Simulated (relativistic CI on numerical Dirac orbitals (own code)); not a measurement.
**Line list: Electric-dipole lines, Ni2+**

Computed by Dirac-Coulomb-Breit CI, KLI orbitals optimised for each configuration, model QED (radiative potential, 1s self-energy scaled to tabulated hydrogen-like ionisation energies), valence Slater integrals scaled by 0.85, P86 correlation energy added to each configuration (own radial code, finite nucleus).

Configuration list (outside the closed core [Ar]): 3d8, 3d7.4s, 3d7.4p, 3d6.4s2, 3d7.5s, 3d7.4d, 3d7.5p, 3d6.4s.4p, 3d7.4f, 3d7.6s, 3d7.5d, 3d7.6p, 3d7.5f, 3d7.5g, 3d7.6d, 3d7.6f, 3d6.4p2, 3d6.4s.5s. Levels of other configurations are missing.

| λ vac (Å) | Lower | Upper | A (s⁻¹) | log gf | S velocity/length |
| --- | --- | --- | --- | --- | --- |
| 1742.8 | 3d7.4s 5F_5 [9] | 3d7.4p 5G°_6 [50] | 7.09e+08 | 0.62 | 1.02 |
| 1757.7 | 3d7.4s 5F_4 [10] | 3d7.4p 5G°_5 [52] | 6.42e+08 | 0.51 | 1.01 |
| 1788.2 | 3d7.4s 5F_3 [11] | 3d7.4p 5D°_3 [51] | 4.35e+08 | 0.16 | 0.93 |
| 1790.2 | 3d7.4s 3F_4 [15] | 3d7.4p 3D°_3 [65] | 4.68e+08 | 0.20 | 0.90 |
| 1797.6 | 3d7.4s 5F_4 [10] | 3d7.4p 5D°_4 [47] | 4.51e+08 | 0.29 | 0.94 |
| 1814.0 | 3d7.4s 5F_5 [9] | 3d7.4p 5F°_4 [45] | 4.32e+08 | 0.28 | 0.90 |
| 1817.8 | 3d7.4s 5F_4 [10] | 3d7.4p 5F°_3 [46] | 4.21e+08 | 0.16 | 0.91 |
| 1820.9 | 3d7.4s 5F_5 [9] | 3d7.4p 5F°_5 [44] | 6.23e+08 | 0.53 | 0.95 |
| 1876.7 | 3d7.4s 3F_4 [15] | 3d7.4p 3F°_4 [60] | 5.42e+08 | 0.41 | 0.96 |
| 1884.4 | 3d7.4s 3F_3 [16] | 3d7.4p 3F°_3 [62] | 4.21e+08 | 0.20 | 0.97 |
| 1902.9 | 3d7.4s 3F_2 [17] | 3d7.4p 3G°_3 [63] | 5.21e+08 | 0.30 | 1.02 |
| 1905.2 | 3d7.4s 3F_3 [16] | 3d7.4p 3G°_4 [61] | 5.13e+08 | 0.40 | 1.02 |
| 1910.9 | 3d7.4s 3F_4 [15] | 3d7.4p 3G°_5 [59] | 5.12e+08 | 0.49 | 1.02 |

Terms are leading LS components. Brackets give the number of a level in order of energy, since labels repeat. The list gives strong lines, with weight on those to low levels, among the lowest 400 of 2767 levels, so that lines to higher ones, which can be the strongest, are missing, and without lines across small gaps between configurations, and without 387 lines that miss the measured interval by over 3.5 %, start from a term whose rates miss tabulated ones by over 60 %, have gauges far apart or, lacking measured levels, span too small a gap for the errors found; lines with a level outside our table were not tested and can miss by more. Levels whose partners in the same complex of configurations lie outside the list can be far off, and so can their lines. Rates are taken at the computed energies, electric ones in the length gauge. A velocity-to-length ratio far from 1 marks an uncertain rate.

Correlation outside the listed configurations is missing or only estimated: errors of thousands of cm⁻¹ between configurations and terms are usual at this charge. Rates and lifetimes follow the computed energies and can be off by large factors. The fine structure of a lone outer electron comes out too small, for d and f at times inverted, and misplaced configurations move strength between like terms. 61 of the 61 excited levels that our extract of the measured tables holds in this range could be paired (the sources list more); they are missed by 3661 cm⁻¹ on average and 5460 at most, and levels without a partner can miss by more.

(1) From the table, what is the radiative lifetime of 3d7.4p 5G°_6?

Results:

(1) The listed rates from this level add up to about 7.09e+08 s⁻¹, 100 % of its decay; with all channels τ = 1.41e-09 s.
